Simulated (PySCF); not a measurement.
## How the method changes the constants of GeF⁺

State: ¹Σ⁺ (singlet), closed shell. Set-up: basis Ge def2-TZVPPD, F def2-TZVPPD; no relativity; PySCF 2.14. De refers to Ge⁺ + F in their high-spin ground configurations, without counterpoise correction. A positive dipole points towards F; it is taken about the centre of mass and depends on that origin.

```json
{"Level": "RHF", "Re (Å)": "1.652", "ωe (cm⁻¹)": "866", "De (eV)": "3.76", "μ (D)": "-2.93", "CPU s a point (SCF and correlation, without the integrals)": "0.51"}
{"Level": "RHF-MP2", "Re (Å)": "1.676", "ωe (cm⁻¹)": "814", "De (eV)": "6.03", "μ (D)": "n/a", "CPU s a point (SCF and correlation, without the integrals)": "0.8"}
{"Level": "RHF-SCS-MP2", "Re (Å)": "1.676", "ωe (cm⁻¹)": "813", "De (eV)": "5.81", "μ (D)": "n/a", "CPU s a point (SCF and correlation, without the integrals)": "n/a"}
{"Level": "RHF-CCSD", "Re (Å)": "1.669", "ωe (cm⁻¹)": "829", "De (eV)": "5.50", "μ (D)": "n/a", "CPU s a point (SCF and correlation, without the integrals)": "n/a"}
{"Level": "RHF-CCSD(T)", "Re (Å)": "1.676", "ωe (cm⁻¹)": "812", "De (eV)": "5.70", "μ (D)": "n/a", "CPU s a point (SCF and correlation, without the integrals)": "15"}
{"Level": "PBE", "Re (Å)": "1.701", "ωe (cm⁻¹)": "762", "De (eV)": "6.09", "μ (D)": "-2.66", "CPU s a point (SCF and correlation, without the integrals)": "0.95"}
{"Level": "PBEsol", "Re (Å)": "1.689", "ωe (cm⁻¹)": "781", "De (eV)": "6.44", "μ (D)": "-2.57", "CPU s a point (SCF and correlation, without the integrals)": "0.69"}
{"Level": "PW91", "Re (Å)": "1.699", "ωe (cm⁻¹)": "765", "De (eV)": "6.13", "μ (D)": "-2.66", "CPU s a point (SCF and correlation, without the integrals)": "0.98"}
{"Level": "TPSS", "Re (Å)": "1.694", "ωe (cm⁻¹)": "777", "De (eV)": "5.92", "μ (D)": "-2.61", "CPU s a point (SCF and correlation, without the integrals)": "1.3"}
{"Level": "r²SCAN", "Re (Å)": "1.678", "ωe (cm⁻¹)": "806", "De (eV)": "5.89", "μ (D)": "-2.57", "CPU s a point (SCF and correlation, without the integrals)": "1.2"}
{"Level": "B3LYP", "Re (Å)": "1.688", "ωe (cm⁻¹)": "790", "De (eV)": "5.71", "μ (D)": "-2.84", "CPU s a point (SCF and correlation, without the integrals)": "1.6"}
{"Level": "PBE0", "Re (Å)": "1.677", "ωe (cm⁻¹)": "809", "De (eV)": "5.67", "μ (D)": "-2.74", "CPU s a point (SCF and correlation, without the integrals)": "2.9"}
{"Level": "M06", "Re (Å)": "1.680", "ωe (cm⁻¹)": "798", "De (eV)": "5.85", "μ (D)": "-3.01", "CPU s a point (SCF and correlation, without the integrals)": "1.7"}
{"Level": "HSE06", "Re (Å)": "1.678", "ωe (cm⁻¹)": "806", "De (eV)": "5.68", "μ (D)": "-2.77", "CPU s a point (SCF and correlation, without the integrals)": "2.3"}
```

Task: Which functional lies closest to RHF-CCSD(T) in De, which farthest, and by how much do they differ from it?

Result: Closest is B3LYP (+1.2 pm in Re, -2.7 % in ωe, +0.01 eV in De against RHF-CCSD(T) in the same basis), farthest PBEsol (+1.3 pm in Re, -3.8 % in ωe, +0.74 eV in De). CCSD(T) converges more slowly with the basis than the functionals do and binds too weakly in this one, so the order can change at the basis-set limit.

Task: What does a quarter of exact exchange do here, going from PBE to PBE0?

Result: PBE0 less PBE: -2.4 pm in Re, +6.2 % in ωe, -0.42 eV in De. Exact exchange removes part of the self-interaction that spreads semilocal densities, and in most molecules shortens and stiffens the bond and lowers De; so it does here.

Task: What does the step from GGA to meta-GGA do here, going from PBE to r²SCAN?

Result: r²SCAN less PBE: -2.3 pm in Re, +5.8 % in ωe, -0.20 eV in De. 

Correlated steps freeze 10 core orbitals. For an ion De counts to the pair picked by the measured ionisation energies or electron affinities, which need not be the lowest pair at this level. Where the molecule has an RHF reference, its open-shell atoms are computed with UHF.

The whole job (state search and all levels along the bond) took about 3 min on 2 threads of Intel Xeon Platinum 8488C (shared host), peak memory 2.4 GiB.
